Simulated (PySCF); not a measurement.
As, charge -1, triplet (in this run its highest filled SCF level lies above zero, so its values depend strongly on the basis, on diffuse functions most of all). Base run: B3LYP/cc-pVTZ (PySCF).

Geometry (Å):
```xyz
1

As     0.0000     0.0000     0.0000
```
Charge -1, spin multiplicity 3.
Orbitals are unrestricted.
All else is at PySCF's defaults.

Each row names what was changed in the base input (with any setting that the change needs).

| change | basis functions | E (Eh) | HOMO (eV) |
|---|---|---|---|
| base | 43 | -2235.91639 | 1.81 |
| basis = x2c-SVPall; relativity = none | 32 | -2225.40139 | 2.76 |
| basis = cc-pVDZ-DK; relativity = spin-free X2C; nucleus = Gaussian (with mol.nucmod = 'G') | 27 | -2260.65733 | 2.78 |
| basis = cc-pVDZ-DK; relativity = spin-free X2C | 27 | -2260.67081 | 2.78 |
| basis = Sapporo-DKH3-DZP-2012; relativity = spin-free X2C | 43 | -2260.74655 | 1.81 |
| basis = cc-pVDZ-DK; relativity = none | 27 | -2221.73919 | 2.68 |
| basis = x2c-SVPall; relativity = spin-free X2C; nucleus = Gaussian (with mol.nucmod = 'G') | 32 | -2260.35516 | 2.95 |
| basis = x2c-SVPall; relativity = spin-free X2C | 32 | -2260.36712 | 2.95 |
| basis = Sapporo-DKH3-DZP-2012; relativity = none | 43 | -2221.04483 | 1.76 |
| basis = Sapporo-DKH3-DZP-2012; relativity = spin-free X2C; nucleus = Gaussian (with mol.nucmod = 'G') | 43 | -2260.73211 | 1.81 |

Absolute energies of different levels of theory aren't comparable as measures of quality.

Open shells are given as the SCF converged; they aren't shown to be the lowest states, and a large step between rows can be another state.

Basis sets contracted for a relativistic Hamiltonian are a mismatch without it, so the rows without relativity aren't non-relativistic limits. No row has spin-orbit coupling; sets with core potentials leave out the core electrons.
